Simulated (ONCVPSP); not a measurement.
Transferability test, ONCV potential for S

- Element: S
- Generator: ONCVPSP 4.0.1
- Type: optimised norm-conserving Vanderbilt (ONCV)
- Functional: PBE
- Relativity: scalar-relativistic
- Frozen core: [Ne]
- Valence charge: 6
- Reference configuration: 3s2 3p3.5 (charge +0.5)
- Partial waves: 3s: rc 1.50 bohr, ncon 3, nbas 6, qcut 4.6 1/bohr, 2 projectors, debl 2.5 Ha; 3p: rc 1.40 bohr, ncon 4, nbas 7, qcut 6.5 1/bohr, 2 projectors, debl 1.3 Ha; d scattering state at 0.17 Ha: rc 1.30 bohr, ncon 3, nbas 6, qcut 7.4 1/bohr, 2 projectors, debl 1.8 Ha
- Local potential: polynomial inside 1.15 bohr (lpopt 5, dvloc0 6 Ha)
- Core correction: Teter function fitted to the true core (icmod 2), fcfact 0.75

Energies are relative to the spin-unpolarised reference configuration 3s2 3p3.5; without spin polarisation the order of configurations can differ from experiment.

```tsv
valence configuration	charge	ΔE all-electron (eV)	error AE − PS (meV)
3s2 3p2	+2	29.393	+11
3s0 3p6	0	16.080	-16
```

Task: What are ΔE and the potential's error for 3s2 3p4?

Result: ΔE = -4.660 eV all-electron; the error (AE − PS) is +0.6 meV.

Task: What are ΔE and the potential's error for 3s2 3p3?

Result: ΔE = 7.109 eV all-electron; the error (AE − PS) is +0.2 meV.

Levels in the configuration 3s2 3p4:

| level | all-electron (eV) | pseudo (eV) |
| --- | --- | --- |
| 3s | -17.256 | -17.256 |
| 3p | -7.009 | -7.009 |
